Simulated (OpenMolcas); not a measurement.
# Pr4+: moving or changing the point charges

Pr4+ among 8 point charges of -1.5 e arranged as a cube (Oh), 2.28 Å from the ion.
```
   1.3164    1.3164    1.3164  -1.50
   1.3164    1.3164   -1.3164  -1.50
   1.3164   -1.3164    1.3164  -1.50
   1.3164   -1.3164   -1.3164  -1.50
  -1.3164    1.3164    1.3164  -1.50
  -1.3164    1.3164   -1.3164  -1.50
  -1.3164   -1.3164    1.3164  -1.50
  -1.3164   -1.3164   -1.3164  -1.50
```

```yaml
Program: OpenMolcas 26.06
Method: CASSCF
Basis: ANO-RCC-VDZP [7s6p4d2f1g]
Scalar_Hamiltonian: DKH2, point nucleus
Active_space: 1 electron in 7 orbitals (4f)
State_averaging: 2S+1 = 2 odd, 7 roots
Spin-orbit_coupling: RASSI with atomic mean-field integrals over the reference wave functions
```

Runs around this geometry, states (labels of O, the rotations of Oh). Energies in cm-1 above the lowest state or level, χT in cm3 K/mol; under a threefold ground state the first gap can be a small split of the lowest multiplet, not the spin-orbit step.

```csv
R (Å),Ground state,First state of that spin,First gap with spin-orbit (degeneracies),Width of lowest J,χT at 300 K
2.28,2T1,2T2 219.1,"365.3 (4, 2)",365,0.739
2.44,2T1,2T2 165.5,"271.2 (4, 2)",271,0.766
2.67,2T1,2T2 112.5,"179.9 (4, 2)",180,0.789
```

Taking the width of the lowest J multiplet as R^-n, n = -ln(180 / 365) / ln(2.67 / 2.28) = 4.5 between the shortest and longest distance.

Point charges carry no covalency, so the field is a model and not that of real ligands. No measured value stands beside these numbers.
